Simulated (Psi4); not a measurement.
C₂H (SMILES [C]#C), doublet, at a GFN2-xTB geometry, with bond 2-1 at 1.6 times its length; PBE/6-31G run with Psi4.

Psi4 was given this input:
```
memory 2 GB

molecule mol {
0 2
C    -0.000000   -0.000000   -0.468661
C     0.000000    0.000000    1.438430
H    -0.000000   -0.000000   -1.527659
}

set {
  basis 6-31g
  reference uks
  dft_radial_scheme becke
}

energy('pbe')
print_variables()
```

The log (banner, timings and long lists left out):

```
   => Loading Basis Set <=

    Name: 6-31G
    Role: ORBITAL
    Keyword: BASIS

         ---------------------------------------------------------
                                   SCF
               by Justin Turney, Rob Parrish, Andy Simmonett
                          and Daniel G. A. Smith
                              UKS Reference
         ---------------------------------------------------------

  ==> Geometry <==

    Molecular point group: c2v
    Full point group: C_inf_v

    Geometry (in Angstrom), charge = 0, multiplicity = 2:

       Center              X                  Y                   Z               Mass
    ------------   -----------------  -----------------  -----------------  -----------------
         C            0.000000000000     0.000000000000    -0.872439217661    12.000000000000
         C            0.000000000000     0.000000000000     1.034651782339    12.000000000000
         H            0.000000000000     0.000000000000    -1.931437217661     1.007825032230

  Running in c2v symmetry.

  Rotational constants: A = ************  B =      0.65493  C =      0.65493 [cm^-1]
  Rotational constants: A = ************  B =  19634.37964  C =  19634.37964 [MHz]
  Nuclear repulsion =   14.057866004743087

  Charge       = 0
  Multiplicity = 2
  Electrons    = 13
  Nalpha       = 7
  Nbeta        = 6

  ==> Algorithm <==

  SCF Algorithm Type is DF.
  DIIS enabled.
  MOM disabled.
  Fractional occupation disabled.
  Guess Type is SAD.
  Energy threshold   = 1.00e-06
  Density threshold  = 1.00e-06
  Integral threshold = 1.00e-12

  ==> Primary Basis <==

  Basis Set: 6-31G
    Blend: 6-31G
    Number of shells: 12
    Number of basis functions: 20
    Number of Cartesian functions: 20
    Spherical Harmonics?: false
    Max angular momentum: 1

  ==> DFT Potential <==

   => LibXC <=

    Version 7.1.2
    S. Lehtola, C. Steigemann, M. J. T. Oliveira, and M. A. L. Marques,  SoftwareX 7, 1–5 (2018) (10.1016/j.softx.2017.11.002)

   => Composite Functional: PBE <=

    PBE GGA Exchange-Correlation Functional

    J.P. Perdew et. al., Phys. Rev. Lett., 77(18), 3865-3868, 1996

    Deriv               =              1
    GGA                 =           TRUE
    Meta                =          FALSE

    Exchange Hybrid     =          FALSE
    MP2 Hybrid          =          FALSE

   => Exchange Functionals <=

    1.0000     XC_GGA_X_PBE

   => Correlation Functionals <=

    1.0000     XC_GGA_C_PBE

[...]
   @DF-UKS iter  88:   -76.32073498563172   -7.64458e-05   1.37851e-04 DIIS/ADIIS
   @DF-UKS iter  89:   -76.32077397456955   -3.89889e-05   8.66642e-05 DIIS
   @DF-UKS iter  90:   -76.32077708682024   -3.11225e-06   8.97940e-05 DIIS
   @DF-UKS iter  91:   -76.32077527639392    1.81043e-06   8.81917e-05 DIIS
   @DF-UKS iter  92:   -76.32077487184146    4.04552e-07   8.79034e-05 DIIS
   @DF-UKS iter  93:   -76.32077614441314   -1.27257e-06   8.86484e-05 DIIS
   @DF-UKS iter  94:   -76.32078195423658   -5.80982e-06   9.59138e-05 DIIS
   @DF-UKS iter  95:   -76.32078067956425    1.27467e-06   9.42324e-05 DIIS
   @DF-UKS iter  96:   -76.32077828559494    2.39397e-06   9.11245e-05 DIIS
   @DF-UKS iter  97:   -76.32078382321545   -5.53762e-06   9.92955e-05 DIIS
   @DF-UKS iter  98:   -76.32077348483858    1.03384e-05   8.92001e-05 DIIS
   @DF-UKS iter  99:   -76.32079890994858   -2.54251e-05   1.37475e-04 DIIS/ADIIS
   @DF-UKS iter 100:   -76.32076824691205    3.06630e-05   8.75674e-05 DIIS

PsiException: Could not converge SCF iterations in 100 iterations.

  Failed to converge.

Traceback (most recent call last):
  File "psi4", line 375, in <module>
  File "<string>", line 25, in <module>
  File "site-packages/psi4/driver/driver.py", line 533, in energy
  File "site-packages/psi4/driver/procrouting/proc.py", line 2760, in run_scf
  File "site-packages/psi4/driver/procrouting/proc.py", line 2047, in scf_helper
  File "site-packages/psi4/driver/procrouting/scf_proc/scf_iterator.py", line 93, in scf_compute_energy
  File "site-packages/psi4/driver/procrouting/scf_proc/scf_iterator.py", line 86, in scf_compute_energy
  File "site-packages/psi4/driver/procrouting/scf_proc/scf_iterator.py", line 609, in scf_iterate

psi4.driver.p4util.exceptions.SCFConvergenceError: Could not converge SCF iterations in 100 iterations.

Printing out the relevant lines from the Psithon --> Python processed input file:
    ""","mol")
    core.IO.set_default_namespace("mol")
    core.set_global_option("BASIS", "6-31g")
    core.set_global_option("REFERENCE", "uks")
    core.set_global_option("DFT_RADIAL_SCHEME", "becke")
--> energy('pbe')
    print_variables()

!-------------------------------------------------------!
!                                                       !
!  Could not converge SCF iterations in 100 iterations. !
!                                                       !
!-------------------------------------------------------!
```

Convergence was not reached.
